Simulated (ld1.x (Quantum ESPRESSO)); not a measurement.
**Reading a pseudo-wave (chlorine (Cl))**

Columns: radius, all-electron u(r) and pseudo u(r) of the 3s shell (level -44.72 eV) of chlorine in the configuration [Ne] 3s2 3p3; PBE, non-relativistic, ultrasoft scheme, ld1.x (Quantum ESPRESSO) 7.5.

```json
{"r (bohr)": "0.060", "all-electron": "0.2371", "pseudo": "0.0347"}
{"r (bohr)": "0.120", "all-electron": "0.0071", "pseudo": "0.0705"}
{"r (bohr)": "0.180", "all-electron": "-0.2510", "pseudo": "0.1082"}
{"r (bohr)": "0.240", "all-electron": "-0.4129", "pseudo": "0.1487"}
{"r (bohr)": "0.300", "all-electron": "-0.4646", "pseudo": "0.1926"}
{"r (bohr)": "0.360", "all-electron": "-0.4270", "pseudo": "0.2402"}
{"r (bohr)": "0.420", "all-electron": "-0.3279", "pseudo": "0.2917"}
{"r (bohr)": "0.480", "all-electron": "-0.1922", "pseudo": "0.3468"}
{"r (bohr)": "0.540", "all-electron": "-0.0394", "pseudo": "0.4051"}
{"r (bohr)": "0.600", "all-electron": "0.1165", "pseudo": "0.4658"}
{"r (bohr)": "0.660", "all-electron": "0.2661", "pseudo": "0.5278"}
{"r (bohr)": "0.720", "all-electron": "0.4033", "pseudo": "0.5899"}
{"r (bohr)": "0.780", "all-electron": "0.5249", "pseudo": "0.6508"}
{"r (bohr)": "0.840", "all-electron": "0.6293", "pseudo": "0.7089"}
{"r (bohr)": "0.900", "all-electron": "0.7165", "pseudo": "0.7626"}
{"r (bohr)": "0.960", "all-electron": "0.7870", "pseudo": "0.8106"}
{"r (bohr)": "1.020", "all-electron": "0.8414", "pseudo": "0.8515"}
{"r (bohr)": "1.080", "all-electron": "0.8810", "pseudo": "0.8842"}
{"r (bohr)": "1.140", "all-electron": "0.9072", "pseudo": "0.9076"}
{"r (bohr)": "1.200", "all-electron": "0.9213", "pseudo": "0.9213"}
{"r (bohr)": "1.260", "all-electron": "0.9251", "pseudo": "0.9251"}
{"r (bohr)": "1.320", "all-electron": "0.9199", "pseudo": "0.9199"}
{"r (bohr)": "1.380", "all-electron": "0.9072", "pseudo": "0.9072"}
{"r (bohr)": "1.440", "all-electron": "0.8883", "pseudo": "0.8883"}
{"r (bohr)": "1.500", "all-electron": "0.8644", "pseudo": "0.8644"}
{"r (bohr)": "1.560", "all-electron": "0.8364", "pseudo": "0.8364"}
```

Problem. How many radial nodes do the two functions have?

Solution. The all-electron 3s function has n − l − 1 = 2; the pseudo-wave has 0, since the states of the same l below it are removed with the core.

Problem. At about which radius was the pseudo-wave matched?

Solution. 1.20 bohr, where the columns begin to agree (steps of 0.06 bohr).

Problem. Is the pseudo-wave norm-conserving?

Solution. No, it belongs to an ultrasoft set: the norm inside the radius is not constrained, and the difference is carried by the augmentation charge.
